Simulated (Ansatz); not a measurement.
Stepwise reaction of `FB(O[SiH3])O[SiH3]` with hydrogen sulfide, as a gas-phase model of exchange steps in deposition or etching. ΔE in kJ/mol; ΔG adds harmonic PBE0-D4 terms to CCSD(T)/CBS, at 1 bar.

Program: Ansatz. Geometries: PBE0-D4/def2-TZVP. ΔE: electronic, gas phase. CBS: MP2 limit from def2 TZ/QZ plus the TZ coupled-cluster correction, frozen cores. This one scheme is used for every species. Functionals use def2-TZVPP. B3LYP here is the variant with VWN-RPA as its local correlation; programs differ in this. One conformer a species, not always the lowest.

```tsv
step	reaction	PBE-D4	B3LYP-D4	ωB97M-V	CCSD(T)/CBS	ΔG(400 K)
2	`FB(S)O[SiH3]` + H₂S → `FB(S)S` + `O[SiH3]`	58.0	73.4	71.5	70.5	76.5
```

Question: Give the row of step 1, `FB(O[SiH3])O[SiH3]` + H₂S → `FB(S)O[SiH3]` + `O[SiH3]`. (Best estimate.)

Answer: The calculation gave: 
| step | reaction | PBE-D4 | B3LYP-D4 | ωB97M-V | CCSD(T)/CBS | ΔG(400 K) |
| --- | --- | --- | --- | --- | --- | --- |
| 1 | `FB(O[SiH3])O[SiH3]` + H₂S → `FB(S)O[SiH3]` + `O[SiH3]` | 55.0 | 70.1 | 69.2 | 68.2 | 69.3 |

Question: By hand: ΔE of the 2 steps together at CCSD(T)/CBS.

Answer: (68.2) + (70.5) = 138.7 kJ/mol, or 69.3 kJ/mol a step.

In ΔE the steps differ by no more than 2.3 kJ/mol. All are uphill at CCSD(T)/CBS. ΔG lies between 69.3 and 76.5 kJ/mol a step. PBE-D4 differs from CCSD(T)/CBS by -13.2 to -12.5 kJ/mol a step. Only this route is followed, and other bonds may react first. Isolated molecules leave out the surface, adducts and barriers. Largest T1 diagnostic: 0.013.
